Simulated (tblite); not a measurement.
Compound: C₆H₉PSi.
Bonds: Si1–P2, P2–C3, C3–C4 (aromatic), C4–C5 (aromatic), C5–C6 (aromatic), C6–C7 (aromatic), C7–C8 (aromatic), C3–C8 (aromatic). Hydrogens: H9, H10, H11 on Si1; H12 on P2; H13 on C4; H14 on C5; H15 on C6; H16 on C7; H17 on C8.

Computed geometry: GFN2-xTB, gas phase.

Problem. What internal coordinates does the optimisation give?

Solution. 
```csv
bond,length (Å),order
Si1–P2,2.238,single
P2–C3,1.819,single
"C3–C4, C3–C8",1.391,aromatic
"C4–C5, C7–C8",1.382,aromatic
"C5–C6, C6–C7",1.385,aromatic
"Si1–H9, Si1–H10, Si1–H11",1.464,single
P2–H12,1.392,single
"C4–H13, C8–H17",1.082,single
"C5–H14, C7–H16",1.080,single
C6–H15,1.080,single
```

Bonds in one row agree within 0.01 Å and their mean is given. Orders are formal, as drawn. A selection of angles:
```csv
angle,degrees
Si1–P2–C3,97.8
P2–C3–C4,122.4
P2–C3–C8,118.4
C4–C3–C8,119.2
C3–C4–C5,120.2
C4–C5–C6,120.3
C5–C6–C7,119.8
```

Dihedral angles: Si1–P2–C3–C4 -103° (anticlinal). The mirror-image conformer, all signs reversed, is as good.

Of the pairs four or more bonds apart, H12···H13 is among the closest relative to their van der Waals radii: 2.34 Å, 97 % of the sum of Bondi's values. Si1 (SiH3 silicon) is distorted tetrahedral (angles from 106.4° to 113.6°). P2 (three-coordinate phosphorus) is pyramidal (angles 97.8°, 96.1° and 95.6°, sum 289.5°, 0.88 Å off the plane of its three neighbours). The 6-membered ring C3–C4–C5–C6–C7–C8 has internal angles of 119.2° to 120.4°; it is planar, 0.00 Å rms from its mean plane, widest ring torsion 1°.

Point group: C1 (no symmetry element, even within 0.4 Å). Its GFN2-xTB frequencies are all real (lowest 36 cm⁻¹). One conformer, not necessarily the lowest. 2 starts were optimised and ended at 0.00 and 0.04 kcal/mol (GFN2-xTB); the lowest of these is shown.
